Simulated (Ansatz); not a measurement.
The Ge1–H3 bond of GeH4O (SMILES [OH][GeH3]) is stretched (multiplicity 1, the rest rigid).
Geometry at rest (charge 0, multiplicity 1):
```xyz
6

Ge    -0.3290     0.0681     0.0733
O      1.3571    -0.3572    -0.3717
H     -0.5445    -0.1551     1.5839
H     -1.1863    -0.8852    -0.7652
H     -0.6085     1.5428    -0.2811
H      2.0121     0.1748     0.0902
```

Cores are frozen in the correlated methods. Filled d and f shells under p-block atoms count as core.

Programs: Ansatz (Gaussian basis) for Hartree–Fock, density functionals and correlated methods. Each number belongs to the level named beside it.

FIC-MRCISD+Q on CASSCF(2,2)/cc-pVTZ, total energies (hartree):

```tsv
R (Å)	CASSCF	MRCISD	weight c² of the reference
1.542	-2152.653916	-2153.006933	0.90772
2.699	-2152.561493	-2152.905558	0.90765
4.935	-2152.527057	-2152.867884	0.90863
```

Problem. Add the Davidson correction (E_MRCISD − E_CASSCF)(1 − c²)/c² and give the energies above the first point at the three levels.

Solution. 
Corrections (hartree): -0.035888, -0.035009, -0.034274. Above the first point (kcal/mol):
- R = 2.699 Å: CASSCF 58.0, MRCISD 63.6, with the correction 64.2
- R = 4.935 Å: CASSCF 79.6, MRCISD 87.3, with the correction 88.3

Ansatz is a first-principles code.
